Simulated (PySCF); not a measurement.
Atom-mapped SMILES (the numbers label the heavy atoms): `[CH3:1][C:2]#[C:3][C:4]#[C:5]/[CH:6]=[CH:7]/[CH2:8][SiH3:9]`; H(Xn) means a hydrogen on atom n.

Computed data (PySCF): shieldings: GIAO PBE0/pcSseg-1, geometry: PBE0-D3(BJ)/def2-SVP. Fast rotation and ring inversion assumed for equivalent nuclei, one conformer, relativity neglected, gas phase.

δ = σ(ref) − σ, references computed at the same level: TMS for 13C (σ = 184.41 ppm), 1H (σ = 31.27 ppm), 29Si (σ = 351.99 ppm).

| atoms | nucleus | count | Hirshfeld charge | δ (ppm) |
| --- | --- | --- | --- | --- |
| C6 | 13C | 1 | -0.05 | ? |
| C3 | 13C | 1 | -0.07 | 71.4 |
| H(C1) | 1H | 3 | 0.06 | 2.07 |
| Si9 | 29Si | 1 | 0.32 | -63.3 |
| C4 | 13C | 1 | -0.06 | ? |
| H(Si9) | 1H | 3 | -0.08 | ? |
| H(C8) | 1H | 2 | 0.05 | ? |
| C8 | 13C | 1 | -0.15 | 18.7 |
| H(C7) | 1H | 1 | 0.05 | 6.45 |
| H(C6) | 1H | 1 | 0.06 | 5.58 |
| C7 | 13C | 1 | -0.02 | 154.1 |
| C5 | 13C | 1 | -0.03 | 75.5 |
| C2 | 13C | 1 | -0.02 | 86.4 |
| C1 | 13C | 1 | -0.09 | 5.8 |

**Question.** Complete the table.

**Answer.** 
- C6: 115.9 ppm, alkene CH; an sp2 carbon of a C=C bond
- C4: 85.1 ppm, alkyne carbon; sp carbons lie upfield of alkene carbons because the cylindrical π system leaves one tensor component strongly shielded
- H(Si9): 3.89 ppm, hydrogen on a silicon bonded to C
- H(C8): 1.81 ppm, hydrogen on an allylic sp3 CH2 bonded to Si; allylic position

Shifts are as computed. Against solution values, carbons near 30 ppm lie about +2 ppm off and those near 130 ppm about +5 ppm. Of 1211 compounds with measured shifts, 218 miss one by over three times the rms of a fit or turn the order of signals round; such compounds aren't used in these exercises.
